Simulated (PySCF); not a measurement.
Species: C2H2FGa.
Cartesian coordinates in Å at the PBE0-D3(BJ)/def2-SVP level; atoms count from 1:
```
atom  x, y, z in Å
C1     1.8417   -0.3074   -0.1712
C2     0.6495   -0.0836   -0.0524
Ga3   -1.2041    0.2999    0.1335
F4    -2.2625   -1.0713   -0.1354
H5     2.8939   -0.5091   -0.2765
H6    -1.8940    1.6413    0.4839
```

Theory: PBE0-D3(BJ)/def2-SVP geometry optimisation, gas phase in PySCF 2.14.0.

Which atoms are bound to Ga3, and at what distances?

3 atoms: H6 1.549 Å, F4 1.753 Å, C2 1.902 Å. The nearest atom not counted as bound is C1, at 3.12 Å.

List the angles at Ga3.

| angle | degrees | distance of the outer atoms (Å) |
| --- | --- | --- |
| C2–Ga3–H6 | 129.1 | 3.12 |
| F4–Ga3–H6 | 116.3 | 2.81 |
| C2–Ga3–F4 | 114.6 | 3.08 |

What is the shape at Ga3?

Planar: angles 129.1°, 116.3° and 114.6°, sum 360.0°, 0.00 Å off the plane of its three neighbours.

What are the other bond lengths?

C1≡C2 1.219 Å; C1–H5 1.076 Å.

Give some angles away from the centre.

C1–C2–Ga3 178.9°.

What are the rotational constants (commonest isotopes, rigid rotor)?

A = 15027, B = 2867, C = 2408 MHz: a near-prolate asymmetric top.

Point group: Cs (every atom within 0.08 Å of its image). Charge 0, singlet. PBE0-D3(BJ)/def2-SVP frequencies: not computed here.
